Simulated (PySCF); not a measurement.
Cards and structures have been mixed up. Pair them.

Structures:
1. `C=C(C)[SiH2]S[SiH](C)C`
2. `CCCP(C)C(C)C`
3. `C[C@@H]1C[C@@]12C[C@@H]2C`

Card P (geometry GFN2-xTB):
* Rotational constants A, B, C: 4.379, 1.875, 1.754 GHz
* Point group: C1
* 13C chemical shifts (computed TMS as zero) by class (GIAO PBE0/pcSseg-1): 23.7 (1 C), 20.2 (1 C), 19.5 (1 C), 17.3 (1 C), 16.1 (1 C), 14.3 (1 C), 13.4 (1 C) ppm
* Dipole moment (PBE0/pcSseg-1): 0.15 D
* HOMO energy (PBE0/pcSseg-1): -7.40 eV

Card Q (geometry GFN2-xTB):
* Rotational constants A, B, C: 2.367, 0.547, 0.514 GHz
* HOMO energy (PBE0/pcSseg-1): -7.02 eV
* 13C chemical shifts (computed TMS as zero) by class (GIAO PBE0/pcSseg-1): 145.4 (1 C), 138.4 (1 C), 26.4 (1 C), 1.3 (2 C) ppm
* Dipole moment (PBE0/pcSseg-1): 1.92 D

Card R (geometry GFN2-xTB):
- Rotational constants A, B, C: 2.834, 0.872, 0.726 GHz
- 13C chemical shifts (computed TMS as zero) by class (GIAO PBE0/pcSseg-1): 38.7 (1 C), 37.3 (1 C), 24.2 (1 C), 21.9 (2 C), 19.4 (1 C), 14.3 (1 C) ppm
- Point group: C1
- Isotropic shieldings of nuclei other than C and H, by class (GIAO PBE0/pcSseg-1): 361 (1 P) ppm

Species are written as SMILES; each is one conformer at its optimised geometry, gas phase, non-relativistic unless stated. Electronic properties by PySCF. NMR classes are plain means over equivalent atoms (diastereotopic ones count apart unless rotation or inversion swaps them), as if these changed places fast.

Q: Which card belongs to which structure?

A: P = 3, Q = 1, R = 2. What ties each card to its structure:
- 1 (card Q), C5H14SSi2, monoisotopic mass 162.0 u, 8 heavy atoms: 5 C in 4 classes; the least shielded carbon (145.4 ppm) is a fully substituted alkene carbon; an asymmetric top with C = 0.514 GHz, the lowest such constant on the cards; dipole 1.92 D.
- 2 (card R), C7H17P, monoisotopic mass 132.1 u, 8 heavy atoms: 7 C in 6 classes; the least shielded carbon (38.7 ppm) is an sp3 carbon bound to phosphorus; an asymmetric top with C = 0.726 GHz.
- 3 (card P), C7H12, monoisotopic mass 96.1 u, 7 heavy atoms: 7 C in 7 classes; the least shielded carbon (23.7 ppm) is an sp3 carbon at a ring junction; an asymmetric top with C = 1.754 GHz, the highest such constant on the cards; dipole 0.15 D.
